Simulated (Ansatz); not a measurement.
```yaml
crystal:
  periodic: [false, false, false]
  atoms:
    - {symbol: Cl, position_ang: [-0.787460, -2.459868, -0.246812]}
    - {symbol: Ti, position_ang: [0.189415, -0.761899, 0.194463]}
    - {symbol: Cl, position_ang: [1.872349, -0.983662, 1.638492]}
    - {symbol: Se, position_ang: [-1.343938, 1.055221, 1.300717]}
    - {symbol: Se, position_ang: [0.853000, 0.381879, -1.919896]}
    - {symbol: H, position_ang: [-2.101900, 1.085542, 0.175372]}
    - {symbol: H, position_ang: [1.313768, 1.370274, -0.966396]}
basis:
  gaussian: {orbitals: cc-pVTZ-DK}
hamiltonian: {xc: {name: HF}}
accuracy: high
relax: {f_tol: 0.0001, max_steps: 1}
output: {forces: true}
```

```sh
$ ansatz run in.yaml --threads 4 --pin off --events-out ev --progress --plain --max-ram 11315MiB
```

Shortened log:

```
Functional definition: HF
4513 factors; integrals over basis functions are off by at most 3.0e-9 eV
mean field evaluation 1: about -180463.8108 eV, gradient 4.5e1 eV
mean field evaluation 2: about -180464.0700 eV, gradient 4.5e1 eV
mean field evaluation 4: about -180469.7587 eV, gradient 8.9e0 eV
mean field evaluation 8: about -180470.0326 eV, gradient 9.6e-1 eV
mean field evaluation 16: about -180470.0480 eV, gradient 1.7e-8 eV
mean field -180470.04800960 eV, -6632.1519373606 hartree, gradient 4.5e-8 eV, S^2 0.000000; 0 other end points of the search recorded, 0 dependent functions left out
reference -180470.04800960 eV, -6632.1519373606 hartree; 63, 63 occupied and 187, 187 virtual orbitals, 4513 factors
relax step   1: F+E_penalty+E_count = -180470.04800960 eV  Δ(F+E_penalty+E_count) = +0.000e0 eV  max|allowed force component| = 5.318e0 eV/Å  Δτ_max = 0.0000 Å  (75 SCF iters, accepted)
Error: geometry relaxation did not converge after 1 steps: max|allowed force component| = 5.32e0 eV/Å (threshold 1.0e-4). Raise `relax.max_steps` over both its present limit and 1, loosen `relax.f_tol`, or start from a geometry closer to equilibrium. Where this run's directory can be resumed (`checkpoint.write`), a resume goes on for up to `relax.max_steps` more
```

Task: Something in this input is off. What?

Result: The relaxation is allowed too few steps for its threshold. The calculation stopped without meeting its thresholds.
